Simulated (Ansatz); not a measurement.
`CS[SiH3]` + HBr → `[SiH3]Br` + CH₃SH at 298.15 K and 1 bar (ligand exchange at the Si–S bond).

Gas-phase electronic energies from Ansatz, PBE0-D4/def2-TZVP geometries. CCSD(T)/CBS adds triple-zeta CCSD(T) − MP2 to the extrapolated MP2 energy (def2 sets, frozen cores). This one scheme is used for every species. For Br outer-core shells are correlated without core-valence functions, which leaves a few kJ/mol of doubt a bond. Scalar relativity is left out up to krypton.

```
   species  CCSD(T)/CBS energy (Eh)  H − E (kJ/mol)  S (J/(mol·K))
`CS[SiH3]`               -728.52947           184.9          312.0
       HBr              -2573.91920            24.6          198.6
`[SiH3]Br`              -2864.23411            79.2          262.6
     CH₃SH               -438.22835           133.0          253.2
```

H − E and S are ideal-gas, rigid-rotor, harmonic terms from PBE0-D4/def2-TZVP. 1 Eh = 2625.50 kJ/mol, R = 8.31446 J/(mol·K).

Problem. By hand: ΔE, ΔH, ΔS and ΔG.

Solution. ΔE = (-2864.23411) + (-438.22835) − (-728.52947) − (-2573.91920) = -0.01379 Eh = -36.2 kJ/mol. Δ(H − E) = 79.2 + 133.0 − 184.9 − 24.6 = 2.7, so ΔH = -33.5 kJ/mol. ΔS = 262.6 + 253.2 − 312.0 − 198.6 = 5.2 J/(mol·K). ΔG = -33.5 − 298.15 × (5.2)/1000 = -35.1 kJ/mol.

Problem. By hand: the equilibrium constant, and the temperature at which ΔG would vanish if ΔH and ΔS stayed fixed.

Solution. log₁₀ K = −ΔG/(RT ln 10) = 6.1. ΔH and −TΔS have one sign here, so there is no such temperature.

The number of gas molecules stays the same, so ΔS is small and ΔH decides. A doubt of 5 kJ/mol in ΔE shifts log₁₀ K by 0.9 here. These are equilibria of isolated gas molecules and say nothing of rates. Largest T1 diagnostic: 0.010 (customary marks: 0.02 for closed shells, 0.045 for open ones).

ΔS is within the doubt of such terms, so its sign, and with it that verdict, could turn.
